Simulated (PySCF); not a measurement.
Q: Give a PBE0-D3(BJ)/def2-SVP geometry of `CC/C=C/[S@](=O)CC(F)(F)F`.

A: 
```
atom  x, y, z in Å
C1     3.0918    0.8029   -0.4856
C2     2.4467    0.0501    0.6740
C3     1.2100   -0.6758    0.2594
C4    -0.0043   -0.5088    0.7811
S5    -1.3263   -1.5439    0.1557
O6    -0.7753   -2.2790   -1.0309
C7    -2.3363   -0.1868   -0.5899
C8    -3.2537    0.5151    0.3733
F9    -4.1580   -0.3218    0.8811
F10   -2.5811    1.0489    1.4034
F11   -3.9073    1.5086   -0.2303
H12    2.4163    1.5773   -0.8800
H13    4.0232    1.2944   -0.1678
H14    3.3370    0.1220   -1.3156
H15    3.1656   -0.6915    1.0666
H16    2.2223    0.7384    1.5044
H17    1.2891   -1.4017   -0.5630
H18   -0.2615    0.1594    1.6084
H19   -1.6579    0.5249   -1.0781
H20   -2.9367   -0.7043   -1.3507
```

Any rigid rotation of these coordinates is as good. Atoms count from 1 in this order. The C–S distances run from 1.792 Å (C4–S5, drawn single) to 1.849 Å (S5–C7, drawn single), a spread of 0.057 Å. S5 (sulfinyl sulfur) is pyramidal (angles 106.7°, 104.0° and 96.9°, sum 307.6°, 0.73 Å off the plane of its three neighbours). The 4 C–C bonds span 1.332 Å (C3=C4, drawn double) to 1.526 Å (C1–C2, drawn single), a spread of 0.194 Å. Of the pairs four or more bonds apart, O6···H17 is among the closest relative to their van der Waals radii: 2.29 Å, 84 % of the sum of Bondi's values.

Bonds between heavy atoms (Å): C1–C2 1.526, C2–C3 1.493, C3=C4 1.332, C4–S5 1.792, S5=O6 1.501, S5–C7 1.849, C7–C8 1.504, C8–F9 1.333, C8–F10 1.341, C8–F11 1.334.

Computed with PBE0-D3(BJ)/def2-SVP geometry optimisation, gas phase (PySCF 2.14.0).

Point group: C1 (no symmetry element, even within 0.4 Å). Whether it is a minimum is left open (no frequencies). One conformer, not necessarily the lowest (C1–C2–C3–C4 -122°, C3–C4–S5–O6 -8°, C4–S5–C7–C8 -84°).

Time: 4.1 min. Hardware: an Arm Neoverse V2 with one thread, no GPU (shared host). This is the geometry optimisation.
